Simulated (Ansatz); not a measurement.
(MoO3)3 (Mo3O9). The state is a singlet with charge 0. Geometry PBE-D4/def2-SVP, basis def2-TZVP, Ansatz.

```xyz
12

O     0.9881    2.6833    1.7048
Mo   -0.1735    1.4994    1.3715
O    -1.4972    1.7918    2.3836
O     0.5218   -0.2511    1.6186
Mo    0.8008   -1.7942    0.5465
O     2.4389   -2.2097    0.4700
O    -0.0322   -3.1350    1.1550
O     0.1344   -1.2681   -1.1527
Mo   -0.6312    0.2934   -1.9169
O    -2.1802   -0.0074   -2.5269
O     0.3076    0.8860   -3.1934
O    -0.6773    1.5115   -0.4600
```

```
run  HOMO (eV)  LUMO (eV)
  A     -10.08      -4.37
  B     -10.37      -4.40
  C      -8.42      -4.96
  D      -9.82      -4.60
```

In the def2 sets Mo takes a core potential; there is no spin–orbit coupling. B3LYP takes the VWN-RPA correlation.

**Question.** The runs used B3LYP, PBE, PBE0, r2SCAN0. Estimate which is which.

**Answer.** A PBE0 (25 % exact exchange); B r2SCAN0 (25 % exact exchange); C PBE (0 % exact exchange); D B3LYP (20 % exact exchange). Exact exchange lowers occupied and raises empty levels; among semilocal functionals meta-GGAs tend to open the gap a little, and such runs are hard to tell apart. The gap grows from 3.45 eV (PBE) to 5.97 eV (r2SCAN0).
